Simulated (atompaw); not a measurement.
## u(r) = r·R(r): atom against pseudo-atom (erbium)

Columns: radius, all-electron u(r) and pseudo u(r) of the 6s shell (level -14.69 eV) of erbium in the configuration [Kr] 4d10 4f12 5s2 5p6 5d0 6s0 6p0; PBEsol, scalar-relativistic, PAW (atompaw) scheme, atompaw 4.2.0.5.

```tsv
r (bohr)	all-electron	pseudo
0.115	-0.0564	-0.1924
0.231	-0.0505	-0.3710
0.346	0.1703	-0.5189
0.462	0.1679	-0.6281
0.577	0.0167	-0.6903
0.692	-0.1502	-0.7050
0.808	-0.2683	-0.6744
0.923	-0.3205	-0.6057
1.038	-0.3155	-0.5077
1.154	-0.2670	-0.3894
1.269	-0.1906	-0.2630
1.385	-0.0971	-0.1350
1.500	0.0022	-0.0141
1.615	0.1017	0.0971
1.731	0.1975	0.1976
1.846	0.2847	0.2856
1.962	0.3634	0.3637
2.077	0.4311	0.4311
2.192	0.4884	0.4884
2.308	0.5358	0.5358
2.423	0.5732	0.5732
2.538	0.6017	0.6017
2.654	0.6222	0.6222
2.769	0.6352	0.6352
2.885	0.6417	0.6417
3.000	0.6425	0.6425
```

(1) How many radial nodes do the two functions have?

(2) At about which radius was the pseudo-wave matched?

(3) Is the pseudo-wave norm-conserving?

Answers

(1) The all-electron 6s function has n − l − 1 = 5 (the table is too coarse to show those close to the nucleus); the pseudo-wave has 1, since 1 lower shell of the same l stays in the valence.

(2) 2.10 bohr. The columns agree to 0.0005 from 1.96 bohr on; several derivatives are matched, so the curves merge somewhat inside the radius.

(3) No, it belongs to a PAW set: the norm inside the radius is not constrained, and the difference is carried by the augmentation charge.
